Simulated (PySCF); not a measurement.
# How methods differ on the ionisation energy of Ga⁺

Ga⁺ [Ar] 3d10 4s2 (1S) → Ga²⁺ [Ar] 3d10 4s1 (2S), as a difference of total energies. Computed with PySCF 2.14 in aug-cc-pVTZ-PP with ECP10MDF, with a scalar-relativistic core potential. Correlated levels: valence: 3s2 3p6 3d10 frozen. The calculations carry no spin-orbit coupling.

```
           method  ionisation energy (eV)
              UHF                  18.749
    MP2 (valence)                  19.474
SCS-MP2 (valence)                  19.618
   CCSD (valence)                  19.765
```

Problem. How much does correlation contribute at MP2 (valence)?

Solution. 19.474 − (18.749) = 0.725 eV, measured against UHF.

Errors of the correlated levels include the incompleteness of this basis and the frozen core.

With two correlated electrons CCSD is exact in that space.

For comparison: 20.515 eV (measured; NIST Atomic Spectra Database, ionization energies).
